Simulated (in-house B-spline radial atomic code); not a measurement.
A fraction x of an electron is added to 3d in neutral nickel, starting from [Ar] 3d8 4s2 and keeping the highest spin. Method: scalar-relativistic (X2C) wB97X, spin-polarised, spherical fractional occupations, Fermi nucleus of rms radius 3.7757 fm. Calculated with an all-electron radial atomic-structure program (B-spline basis).

Caution: exact exchange at fractional occupations of open shells leaves self-interaction of up to several eV.

| x | E(x) - E(0) (eV) | 3d down level (eV) |
| --- | --- | --- |
| 0 | 0.0000 | -8.585 |
| 0.1 | -0.8067 | -7.556 |
| 0.2 | -1.5127 | -6.569 |
| 0.3 | -2.1220 | -5.625 |
| 0.4 | ? | ? |
| 0.5 | -3.0689 | -3.876 |
| 0.6 | ? | ? |
| 0.7 | -3.6861 | -2.333 |
| 0.8 | -3.8846 | -1.648 |

(1) What belongs in the row x = 0.4?

(2) What belongs in the row x = 0.6?

(3) Check Janak's theorem between x = 0.1 and 0.2.

Results:

(1) An energy change of -2.6392 eV; 3d down at -4.726 eV.

(2) An energy change of -3.4161 eV; 3d down at -3.077 eV.

(3) The slope of the energy is -7.06 eV; the orbital levels give -7.06 eV (ε of the filling orbital, averaged over the two points).
